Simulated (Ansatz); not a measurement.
Single points on Li₉F₉ (started as a model of: (LiF)9 cage of four- and six-membered rings).

```yaml
crystal:
  periodic: [false, false, false]
  atoms:
    - {symbol: Li, position_ang: [0.003304, 2.476306, 0.208784]}
    - {symbol: F, position_ang: [-1.613439, 1.801427, -0.223851]}
    - {symbol: Li, position_ang: [-1.535672, 1.053605, 1.452502]}
    - {symbol: F, position_ang: [0.001089, 1.876432, 1.926722]}
    - {symbol: Li, position_ang: [1.536311, 1.049303, 1.454981]}
    - {symbol: F, position_ang: [1.618854, 1.796871, -0.221238]}
    - {symbol: Li, position_ang: [1.538168, 0.731198, -1.636648]}
    - {symbol: F, position_ang: [0.003118, 0.729850, -2.588933]}
    - {symbol: Li, position_ang: [-1.533458, 0.735468, -1.639093]}
    - {symbol: F, position_ang: [-1.616870, -1.089788, -1.448167]}
    - {symbol: Li, position_ang: [0.000338, -1.057787, -2.248490]}
    - {symbol: F, position_ang: [1.616190, -1.094285, -1.445541]}
    - {symbol: Li, position_ang: [-1.538824, -1.782477, 0.182678]}
    - {symbol: F, position_ang: [-1.619034, -0.704826, 1.668268]}
    - {symbol: F, position_ang: [1.614328, -0.709367, 1.670896]}
    - {symbol: Li, position_ang: [1.533455, -1.786819, 0.185142]}
    - {symbol: F, position_ang: [-0.004207, -2.606479, 0.661780]}
    - {symbol: Li, position_ang: [-0.003652, -1.418642, 2.040218]}
basis:
  gaussian: {orbitals: def2-TZVP, initial_orbitals: start.molden}
hamiltonian: {xc: {name: B97M-V}}
scf: {omitted_lower_state_checks: [starts]}
output: {forces: true, orbitals: {seedname: orbitals}}
```

The file start.molden holds the orbitals of an earlier run on this structure, at another level or in another basis.

```sh
$ ansatz run in.yaml --threads 4 --pin off --events-out ev --progress --plain --max-ram 6963MiB
```

It prints (some lines left out):

```
Functional definition: B97M-V
2565 factors; their error is unknown
mean field evaluation 1: about -26335.2792 eV, gradient 2.8e1 eV
mean field evaluation 2: about -26335.6859 eV, gradient 5.1e-1 eV
mean field evaluation 4: about -26335.6651 eV, gradient 1.0e-1 eV
mean field evaluation 8: about -26335.6651 eV, gradient 2.5e-5 eV
mean field -26335.66513081 eV, -967.8178426023 hartree, gradient 2.5e-5 eV, S^2 0.000000; 0 other end points of the search recorded, 0 dependent functions left out
reference -26335.66530622 eV, -967.8178490487 hartree; 54, 54 occupied and 351, 351 virtual orbitals, 2565 factors
Total energy: -26335.66530622 eV, -967.8178490487 hartree
Atom 0 at     0.003304     2.476306     0.208784 Å, force     0.000151     0.043811    -0.015342 eV/Å
Atom 1 at    -1.613439     1.801427    -0.223851 Å, force     0.126123    -0.083750     0.037677 eV/Å
Atom 2 at    -1.535672     1.053605     1.452502 Å, force    -0.027171     0.008592     0.015317 eV/Å
Atom 3 at     0.001089     1.876432     1.926722 Å, force    -0.000046    -0.090208    -0.123648 eV/Å
Atom 4 at     1.536311     1.049303     1.454981 Å, force     0.027129     0.008390     0.015367 eV/Å
Atom 5 at     1.618854     1.796871    -0.221238 Å, force    -0.126464    -0.083246     0.037436 eV/Å
Atom 6 at     1.538168     0.731198    -1.636648 Å, force     0.027713     0.009121    -0.014643 eV/Å
Atom 7 at     0.003118     0.729850    -2.588933 Å, force    -0.000266    -0.061804     0.139313 eV/Å
Atom 8 at    -1.533458     0.735468    -1.639093 Å, force    -0.027589     0.009314    -0.014783 eV/Å
Atom 9 at    -1.616870    -1.089788    -1.448167 Å, force     0.125548     0.073657     0.053911 eV/Å
Atom 10 at     0.000338    -1.057787    -2.248490 Å, force     0.000120    -0.035224    -0.030126 eV/Å
Atom 11 at     1.616190    -1.094285    -1.445541 Å, force    -0.125639     0.073941     0.053611 eV/Å
Atom 12 at    -1.538824    -1.782477     0.182678 Å, force    -0.027250    -0.017593    -0.000836 eV/Å
Atom 13 at    -1.619034    -0.704826     1.668268 Å, force     0.126328     0.009720    -0.090567 eV/Å
Atom 14 at     1.614328    -0.709367     1.670896 Å, force    -0.126201     0.010026    -0.090855 eV/Å
Atom 15 at     1.533455    -1.786819     0.185142 Å, force     0.027404    -0.017452    -0.000717 eV/Å
Atom 16 at    -0.004207    -2.606479     0.661780 Å, force     0.000114     0.151343    -0.016582 eV/Å
Atom 17 at    -0.003652    -1.418642     2.040218 Å, force    -0.000007    -0.008638     0.045469 eV/Å
Dipole moment:    -0.000046     0.000206     0.000116 e Å
Checks for a lower state left out: starts
```

It took 45 s on 4 threads of Arm Neoverse V1 on a shared host, peak host memory 1.2 GiB.

The first input with `hamiltonian: {xc: r2scan, dispersion: d4}`, `output: {orbitals: {seedname: orbitals}}` (abridged; 16 s):

```
Functional definition: r2SCAN
mean field -26327.71807485 eV, -967.5257936826 hartree, gradient 2.4e-5 eV, S^2 0.000000
Total energy: -26327.81238430 eV, -967.5292594908 hartree
Checks for a lower state left out: starts
```

First input, but with `gaussian: {orbitals: def2-SVP, initial_orbitals: start.molden}`, `correlation: {method: mp2}`, `output: {orbitals: {seedname: orbitals}}` and without the key `hamiltonian` (abridged; 6.5 s):

```
Functional definition: HF
mean field -26191.77115992 eV, -962.5298367069 hartree, gradient 6.2e-6 eV, S^2 0.000000
9 core orbitals not correlated: weight in the atoms' cores, before any rotation towards them, 1.000 or more for the frozen orbitals, at most 0.000 for the correlated occupied ones
second order -50.76466139 eV of doubles, -0.00000000 eV of singles
Total energy: -26242.53582131 eV, -964.3954036035 hartree
Checks for a lower state left out: starts
```

Geometry: PBE-D4/def2-SVP.

Correlated methods freeze 9 core orbitals; core or outer-core shells of Li are correlated, in sets that lack core-valence functions.
